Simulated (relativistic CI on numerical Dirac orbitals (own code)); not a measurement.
# I XLII: sensitivity of the levels to the model

Base calculation: Dirac-Coulomb-Breit CI, separate exchange-only KLI orbitals for each configuration, model QED, unscaled Slater integrals.

CI space (outside the closed core [Ne]): 3s², 3s3p, 3p², 3s3d, 3d², 3p3d, 3p4s, 3d4s, 3s4s, 3s4p, 3s4d, 3s4f, 3s5s, 3s5p, 3s5d, 3s5f, 4s², 3s5g, 3s6s, 3s6p, 3s6d. Levels of other configurations are missing.

Variants: (1) P86 correlation estimate; (2) one mean potential for all configurations; (3) only the first 3 configurations. Shifts of the energy above 3s² ¹S0, in eV, for the lowest level and the first level of each name with at least 55 % of one term (blank where a level changes its place among those of its configuration and J or its character, or is not in the variant):

```tsv
Level	Base	Δ(1)	Δ(2)	Δ(3)
3s² ¹S0	0.000	0.000	0.000	0.000
3s3p ³P°0	84.151	+0.200	+0.087	+0.240
3s3p ³P°1	92.727	+0.200	+0.088	+0.789
3s3p ³P°2	161.555	+0.200	+0.086	+0.325
3s3p ¹P°1	187.879	+0.200	+0.093	+3.025
3p² ³P0	203.000	+0.377	+0.200	+1.099
3p² ¹D2	270.792	+0.343	+0.167	+8.097
3p² ³P1	271.742	+0.380	+0.185	+0.402
3s3d ³D1	303.304	+0.104	+0.063	
3s3d ³D2	307.610	+0.118	+0.069	
3s3d ³D3	320.367	+0.104	+0.060	
3s3d ¹D2	328.498	+0.191	+0.095	
3p² ¹S0	368.103	+0.374	+0.193	+3.175
3p3d ³F°2	394.301	+0.243	+0.212
```

At this charge energies of transitions that change n are usually good to better than 1 %, and those within a shell (Δn = 0) to a few per cent.

Ionisation energy from the two ground configurations alone: base 3096.27 eV; P86 correlation estimate 3097.3 eV. The NIST ASD value (theoretical) is 3096 eV.

LS names give the leading component of a level, which can be under half, so a name can repeat, a term be missing and a line seem to break the LS rules.
